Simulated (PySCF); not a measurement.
PySCF input for Al(F)(H)(SiH3) (AlFH4Si), SMILES [F][AlH][SiH3], PBE0/pcJ-1. Geometry optimised at B3LYP-D3(BJ)/def2-TZVP.

```python
import numpy as np
from pyscf import gto, scf, dft
from pyscf.prop.ssc import rks as ssc

mol = gto.M(
    atom='''
    Al    0.13358096   -0.69339351   -0.62638215
    F    -1.41746083   -0.74684700   -1.21392544
    H     1.14940163   -1.71411653   -1.26743114
    Si    0.56504200    0.96261586    1.12914961
    H     0.30866401    2.33778101    0.62857536
    H     1.97258828    0.90139038    1.59933847
    H    -0.32064680    0.73406170    2.29971950
    ''',
    basis='pcJ-1',
    charge=0,
    spin=0,
    max_memory=1600,
    verbose=3,
)
mf = dft.RKS(mol, xc='pbe0')
mf.grids.level = 3
mf.conv_tol = 1e-10
mf.max_cycle = 100
mf.kernel()
j = ssc.SSC(mf)
j.with_fcsd = True
j.max_cycle_cphf = 80
j.conv_tol = 1e-7
e11 = j.kernel()
```

Output:

```
converged SCF energy = -630.28852048075
Reduced spin-spin coupling constant K (Hz)
               #0        #1        #2        #3        #4
        0 Al   0.00000
        1 F  -55.39024   0.00000
        2 H   41.00191   1.36341   0.00000
        3 Si 100.16586   4.55870   8.96614   0.00000
        4 H    0.52806  -0.07673   0.09678  30.51722   0.00000
        5 H    2.07864   0.60999  -0.09672  30.46007  -0.16975
        6 H    0.49185  -0.08638   0.10667  30.61436  -0.25369
               #5        #6
        5 H    0.00000
        6 H   -0.16458   0.00000
Spin-spin coupling constant J (Hz)
               #0        #1        #2        #3        #4
        0 Al   0.00000
        1 F  -424.20248   0.00000
        2 H  333.59723  40.04067   0.00000
        3 Si -162.03570 -26.61888 -55.62020   0.00000
        4 H    4.29640  -2.25343   3.01954 -189.30934   0.00000
        5 H   16.91211  17.91412  -3.01781 -188.95481  -5.29608
        6 H    4.00179  -2.53683   3.32824 -189.91189  -7.91517
               #5        #6
        5 H    0.00000
        6 H   -5.13484   0.00000
```

The calculation finished and met its thresholds.
